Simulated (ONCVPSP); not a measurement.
**Transferability test, ONCV potential for O (Z = 8)**

| Property | Result |
| --- | --- |
| Element | O (Z = 8) |
| Generator | ONCVPSP 4.0.1 |
| Type | optimised norm-conserving Vanderbilt (ONCV) |
| Functional | PBE |
| Relativity | non-relativistic |
| Frozen core | [He] |
| Valence charge | 6 |
| Reference configuration | 2s2 2p3 (charge +1) |
| Partial waves | 2s: rc 0.65 bohr, ncon 4, nbas 8, qcut 13 1/bohr, 1 projector; 2p: rc 1.70 bohr, ncon 5, nbas 9, qcut 9.4 1/bohr, 2 projectors, debl 0.9 Ha |
| Local potential | polynomial inside 0.55 bohr (lpopt 5, dvloc0 1 Ha) |
| Core correction | none |

Energies are relative to the spin-unpolarised reference configuration 2s2 2p3; without spin polarisation the order of configurations can differ from experiment.

```json
{"valence configuration": "2s2 2p4", "charge": "0", "ΔE all-electron (eV)": "-16.439", "error AE − PS (meV)": "+30"}
{"valence configuration": "2s2 2p1", "charge": "+3", "ΔE all-electron (eV)": "87.465", "error AE − PS (meV)": "+642"}
{"valence configuration": "2s0 2p6", "charge": "0", "ΔE all-electron (eV)": "13.389", "error AE − PS (meV)": "+188"}
```

(1) What are ΔE and the potential's error for 2s2 2p2?

Answers

(1) ΔE = 33.593 eV all-electron; the error (AE − PS) is +102 meV.
